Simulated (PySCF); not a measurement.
# Working out the ionisation energy of Ar⁺

Ar⁺ [Ne] 3s2 3p5 (2P) → Ar²⁺ [Ne] 3s2 3p4 (3P). Calculation: PySCF 2.14, in aug-cc-pVQZ-DK (7s6p4d3f2g, 84 functions); the spin-free X2C one-electron Hamiltonian (Gaussian nucleus). Frozen: [Ne]. Energies in hartree (1 hartree = 27.21139 eV):

```json
{"part": "UHF", "Ar⁺ (lower)": "-528.091810", "Ar²⁺ (upper)": "-527.123180"}
{"part": "MP2 opposite-spin", "Ar⁺ (lower)": "-0.144603", "Ar²⁺ (upper)": "-0.112152"}
{"part": "MP2 same-spin", "Ar⁺ (lower)": "-0.040139", "Ar²⁺ (upper)": "-0.031383"}
```

**Question.** What does Hartree-Fock give?

**Answer.** (-527.123180) − (-528.091810) = 0.968630 hartree = 26.358 eV.

**Question.** What do MP2 and SCS-MP2 (6/5 opposite-spin, 1/3 same-spin) give?

**Answer.** The opposite-spin parts differ by 0.883 eV and the same-spin parts by 0.238 eV. MP2: 26.358 + (0.883) + (0.238) = 27.479 eV. SCS-MP2: 26.358 + 1.2 × (0.883) + (0.238)/3 = 27.497 eV.

A first-order spin-orbit estimate adds -0.006 eV to MP2 (valence), giving 27.473 eV against 27.630 eV (measured; NIST Atomic Spectra Database, ionization energies).

What remains against the reference includes basis incompleteness, the frozen core and correlation beyond second order.
